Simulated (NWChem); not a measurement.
HGeI

```xyz
3

Ge    -1.0606     1.1590     0.0000
H      0.0767     2.2834     0.0000
I      0.6389    -0.7429     0.0000
```
Charge 0, spin multiplicity 1.

The numbers come from NWChem runs, not from measurements. All single points use one geometry, from PBE0/def2-SVP with def2 effective core potentials on I, a minimum by its harmonic frequencies.

Symmetry labels belong to the abelian group Cs used in the runs, with the axes of the coordinates shown.

Effective core potentials replace the inner electrons of I; spin-orbit coupling is left out. B3LYP has NWChem's definition, with VWN1-RPA local correlation. The structure started from a generated list of species.

Question: List the lowest 4 singlet excitations that TD-B3LYP/def2-SVPD with def2 effective core potentials on I, VWN1-RPA local correlation gives, with oscillator strengths.

Answer: 
```tsv
state	symmetry	energy (eV)	wavelength (nm)	f
1	a"	2.29	541	0.003
2	a"	3.48	356	0.005
3	a'	3.87	321	0.034
4	a"	4.48	277	0.000
```
